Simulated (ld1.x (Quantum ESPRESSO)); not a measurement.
## PBEsol TM dataset for Bi, scalar-relativistic all-electron reference.

bismuth (Bi), norm-conserving Troullier–Martins (Kleinman–Bylander form), made with ld1.x (Quantum ESPRESSO) 7.5 (PBEsol, scalar-relativistic). Core [Xe] 4f14, reference 5d10 6s2 6p0 (charge +3). Waves: 6s (bound): rc 1.35 bohr; 6p (bound, empty): rc 2.35 bohr; 5d (bound): rc 1.60 bohr. Local part: all-electron potential smoothed inside 1.60 bohr (lloc = -2). Core correction: Bessel-smoothed model core inside 1.40 bohr.

All-electron outer shells of the reference configuration (PBEsol, scalar-relativistic, ld1.x):

```
shell  level (eV)  outermost node (bohr)  outermost maximum (bohr)
   5p     -123.85                   0.48                      0.86
   5d      -54.84                   0.51                      1.03
   6s      -40.09                   0.98                      1.81
   6p      -27.59                   1.13                      2.21
```

Question: Does the generator finish with these settings?

Answer: Yes, a potential is produced and its reference levels are reproduced.

Question: Estimate the cutoffs (Ry, on a coarse ladder) from which the occupation-weighted sum of valence levels, in a spherical-Bessel basis at the reference potential, stays within 10 and 1 mRy of its value at 400 Ry.

Answer: 120 Ry and 200 Ry.

Question: What does a ghost test show?

Answer: Ghost state, extra bound levels that the all-electron valence spectrum of the same l lacks: s at -34.0 eV. A true bound ghost makes a file unfit for plane-wave use. The logarithmic derivative shows an extra or strongly shifted pseudo pole above the reference energy (s near -2.55 Ry).

Question: Which valence shell sets the plane-wave cutoff?

Answer: 6s: its level needs 180 Ry to come within 1 mRy, against 60 Ry for 5d.

Question: Tests: 5d10 6s2 6p3; 5d10 6s2 6p2; 5d10 6s2 6p1; 5d9 6s2 6p4; 5d9 6s2 6p3; 5d10 6s2 6p2.5; 5d10 6s1 6p0. Which has the largest error in its energy relative to the reference configuration, and how large is it?

Answer: 5d9 6s2 6p4, with -267 meV (all-electron minus pseudo) on -22.43 eV.
